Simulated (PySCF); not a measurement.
Precursor series Cd Cl-F. Gas-phase values, no solvent.

These are PBE-D3(BJ)/def2-TZVP // TPSS-D3(BJ)/def2-SVP (PySCF 2.14.0) values and carry that method's errors. All candidates: neutral, multiplicity 1. 

```json
{
  "HOMO–LUMO gap": "4.29 eV",
  "LUMO": "-3.23 eV",
  "HOMO": "-7.52 eV"
}
```

**Question.** Identify which member has these values.
(A) [Cd(Cl)2]
(B) [Cd(F)2]
(C) [Cd(Cl)(F)]

**Answer.** A, [Cd(Cl)2]. The others give [Cd(Cl)(F)]: 4.36 eV, -3.33 eV, -7.69 eV; [Cd(F)2]: 4.75 eV, -3.41 eV, -8.15 eV
